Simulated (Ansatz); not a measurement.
`[NH2][Ga]([F])[Cl]` + H₂S → `[NH2][Ga]([SH])[Cl]` + H–F at 298.15 K and 1 bar (ligand exchange at a Ga–F bond).

Computed with Ansatz on PBE0-D4/def2-TZVP structures; ΔE is electronic, products minus reactants. CCSD(T)/CBS adds triple-zeta CCSD(T) − MP2 to the extrapolated MP2 energy (def2 sets, frozen cores). This one scheme is used for every species. For Ga outer-core shells are correlated without core-valence functions, which leaves a few kJ/mol of doubt a bond. Scalar relativity is left out up to krypton. One conformer a species, not always the lowest.

```
              species  CCSD(T)/CBS energy (Eh)  H − E (kJ/mol)  S (J/(mol·K))
 `[NH2][Ga]([F])[Cl]`              -2539.54166            94.1          335.8
                  H₂S               -398.97279            49.9          205.7
`[NH2][Ga]([SH])[Cl]`              -2838.12422           116.0          359.6
                  H–F               -100.39570            33.5          173.6
```

H − E and S are ideal-gas, rigid-rotor, harmonic terms from PBE0-D4/def2-TZVP, for one conformer and one mirror image of each species. 1 Eh = 2625.50 kJ/mol, R = 8.31446 J/(mol·K).

By hand: ΔE, ΔH, ΔS and ΔG.

ΔE = (-2838.12422) + (-100.39570) − (-2539.54166) − (-398.97279) = -0.00547 Eh = -14.4 kJ/mol. Δ(H − E) = 116.0 + 33.5 − 94.1 − 49.9 = 5.5, so ΔH = -8.9 kJ/mol. ΔS = 359.6 + 173.6 − 335.8 − 205.7 = -8.3 J/(mol·K). ΔG = -8.9 − 298.15 × (-8.3)/1000 = -6.4 kJ/mol.

By hand: the equilibrium constant, and the temperature at which ΔG would vanish if ΔH and ΔS stayed fixed.

log₁₀ K = −ΔG/(RT ln 10) = 1.1. ΔG = 0 at ΔH/ΔS = 1072 K, though so small a ΔH makes that figure unsure.

The number of gas molecules stays the same, so ΔS is small and ΔH decides. A doubt of 5 kJ/mol in ΔE shifts log₁₀ K by 0.9 here. Other conformers and mirror images would add mixing entropy, several J/(mol·K) or more a flexible species. These are equilibria of isolated gas molecules and say nothing of rates. Largest T1 diagnostic: 0.013 (customary marks: 0.02 for closed shells, 0.045 for open ones).
